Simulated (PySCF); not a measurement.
**Spinor energies of Ni⁹⁺ (nickel, charge +9)**

Start: [Ar] 3d1; 3d3/2 filled at m_j = +3/2. Calculated with PySCF 2.14 in an even-tempered Gaussian basis (17 s from 0.53 bohr⁻², ratio 2.8; 12 p from 0.69 bohr⁻², ratio 2.8; 8 d from 0.69 bohr⁻², ratio 2.8; 4 f from 2 bohr⁻², ratio 3): generalised Hartree-Fock with the X2C-1e Hamiltonian and a Gaussian nucleus; one run each with spin-orbit coupling (SO) switched off, then screened by Boettger's factors.

```tsv
spinor shell	electrons	ε, spin-free (eV)	ε, screened SO (eV)	weight of nominal j (screened SO)	rms radius, screened SO (bohr)
1s1/2	2	-8631.4	-8631.2	1.000	0.0624
2s1/2	2	-1284.6	-1284.6	1.000	0.264
2p1/2	2	-1133.5	-1146.2	0.999	0.235
3s1/2	2	-338.86	-338.84	1.000	0.728
3p1/2	2	-288.57	-292.29	0.890	0.738
3p3/2	4	-288.57	-286.71	0.945	0.745
3d3/2	1	-224.76	-224.99	0.997	0.726
```

(1) Where does 2p3/2 lie, and what is the 2p spin-orbit splitting (screened SO)?

```
   quantity    spin-free  screened SO
E (hartree)  -1490.51105  -1490.55410
        M_J          3/2          3/2
       ⟨J²⟩        4.247        3.767
       ⟨L²⟩        6.005        6.005
       ⟨S²⟩        0.751        0.752
```

Each row is a mean over spinors that exchange with the open shell spreads, by up to 7.253 eV (3p1/2).

Rows whose weight is well below 1 are mixtures of j = l ± 1/2: exchange outweighs spin-orbit coupling there, and the label is only the starting occupation.

Without spin-orbit coupling the j labels of p, d and f shells carry no meaning; the spin-free column gives the mean over the occupied spinors of each nl shell, and its ⟨J²⟩ belongs to a mixture of degenerate components.

Results:

(1) At -1127.2 eV, 19.010 eV above 2p1/2.
